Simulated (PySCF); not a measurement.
Electron correlation in Pb (lead, neutral)

[Xe] 4f14 5d10 6s2 6p2, high-spin 3P determinant. All numbers are calculated (PySCF 2.14, the spin-free X2C one-electron Hamiltonian (Gaussian nucleus), in x2c-TZVPPall with one added diffuse shell each of s, p, d, f type (12s8p7d4f, 99 functions)). Frozen: [Kr] 4d10 4f14; 22 electrons correlated.

| level | correlation energy (mhartree) |
| --- | --- |
| CCSD | -458.03 |
| (T) | -10.01 |
| CCSD(T) | -468.04 |

Diagnostics: T1 = 0.0088, D1 = 0.0403, largest double amplitude 0.041.

Task: Is a single reference adequate?

Result: Yes, within this model without spin-orbit coupling: T1 lies below 0.03 and no double amplitude reaches 0.07.

This basis was not built for core-valence correlation, so the inner-shell part is incomplete.

Spin-orbit coupling is strong in this species, so the high-spin LS determinant is a model state.
